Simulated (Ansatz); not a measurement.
CH7BOSi can be A, `COB[SiH3]`, or B, `BCO[SiH3]`.

Gas-phase electronic energies from Ansatz, PBE0-D4/def2-TZVP geometries. CBS: MP2 limit from def2 TZ/QZ plus the TZ coupled-cluster correction, frozen cores. Functionals use def2-TZVPP. B3LYP here is the variant with VWN-RPA as its local correlation; programs differ in this. Each species was taken in one conformer, which may not be the lowest.

(1) Which is lower in electronic energy at CCSD(T)/CBS, and by how much? (Estimate.)

(2) Give E(B) − E(A) in kcal/mol with PBE-D4, HF/def2-TZVPP, CCSD/def2-TZVPP, MP2/def2-TZVPP, BLYP-D4, LDA (SPW92), B3LYP. (An estimate is asked.)

(3) Does the order hold for the free energy at 298.15 K (harmonic terms from PBE0-D4)? (Best estimate.)

Largest T1 diagnostic: 0.014.

## Answers

(1) Computed: A, by 10.4 kcal/mol.

(2) Ansatz gave: PBE-D4 14.7, HF/def2-TZVPP 6.0, CCSD/def2-TZVPP 10.3, MP2/def2-TZVPP 9.3, BLYP-D4 12.1, LDA (SPW92) 15.4, B3LYP 11.3. None reverses the order clearly.

(3) Computed: Yes: G(B) − G(A) = +8.6 kcal/mol, for one conformer each. Modes under 60 cm⁻¹, often nearly free rotors, make the harmonic entropy too high.

From r2SCAN to r2SCAN0 (25 % exact exchange), in def2-TZVPP and without D4, E(B) − E(A) moves by −0.9 kcal/mol. In def2-TZVPP, CCSD(T) changes the Hartree–Fock value by +5.2 kcal/mol (the triples alone add +0.9 kcal/mol) and MP2 by +3.3 kcal/mol.
